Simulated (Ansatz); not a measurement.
Mulliken charges of C₂H₆OSe, SMILES `COC[SeH]` from PBE/def2-TZVPP in Ansatz (PBE0-D4/def2-TZVP geometry).

```
atom   x (Å)   y (Å)   z (Å)  charge (e)
  C1  -1.058   0.795  -0.106      -0.136
  O2  -0.853  -0.465   0.479      -0.216
  C3   0.475  -0.822   0.595      -0.097
 Se4   1.402  -1.250  -1.102      -0.118
  H5  -0.717   0.806  -1.148       0.089
  H6  -2.129   0.992  -0.077       0.113
  H7  -0.531   1.581   0.451       0.080
  H8   1.074  -0.050   1.091       0.102
  H9   0.517  -1.746   1.169       0.140
 H10   1.903   0.108  -1.348       0.044
```

Task: By hand: the dipole of these point charges (1 e Å = 4.8032 D).

Result: Σ q r = (0.035, 0.285, 0.124) e Å, of length 0.313 e Å = 1.50 D.

Task: How does the dipole of the full density compare? (An estimate is asked.)

Result: Ansatz gave: (0.005, 0.324, 0.141) e Å, 1.70 D; the point charges give 0.88 times that, at 6° from its direction.

Point charges leave out the atoms' own dipoles, such as those of lone pairs, and Mulliken's split depends on the basis, so the close match here is no proof of good charges.
